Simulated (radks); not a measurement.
Spherical jellium clusters: N electrons in a uniform positive sphere of charge N and radius rs N^(1/3), rs = 5.11 bohr. Method: non-relativistic Kohn-Sham, PBEsol, spin-polarised, spherical densities; computed with a radial shooting solver with Libxc functionals. Levels are named by radial order and angular momentum (1s, 1p, 1d, 2s, ...), and open shells are averaged over m.

N = 7, configuration 1s2 1p(up 3, down 2). This is the lowest configuration that the search found. Occupied levels:

| level | occupation | eigenvalue (eV) | <r> (bohr) |
|---|---|---|---|
| 1s up | 1 | -3.4469 | 6.599 |
| 1s down | 1 | -3.3210 | 6.516 |
| 1p up | 3 | -2.6378 | 7.821 |
| 1p down | 2 | -2.4910 | 7.825 |

Energy (eV): total -12.0652, kinetic 7.8736, external -161.84, Hartree 80.304, exchange-correlation -20.247, background 81.842.

Electron density:

| r (bohr) | n(r) (e/bohr^3) |
|---|---|
| 0.708 | 0.001280 |
| 1.89 | 0.001514 |
| 3.07 | 0.001869 |
| 4.25 | 0.002186 |
| 5.44 | 0.002284 |
| 6.62 | 0.002048 |
| 7.80 | 0.001522 |
| 8.98 | 0.0009137 |
| 10.2 | 0.0004396 |
| 11.3 | 0.0001745 |
| 12.5 | 0.00006320 |
| 13.7 | 0.00002192 |
| 14.9 | 7.410e-06 |
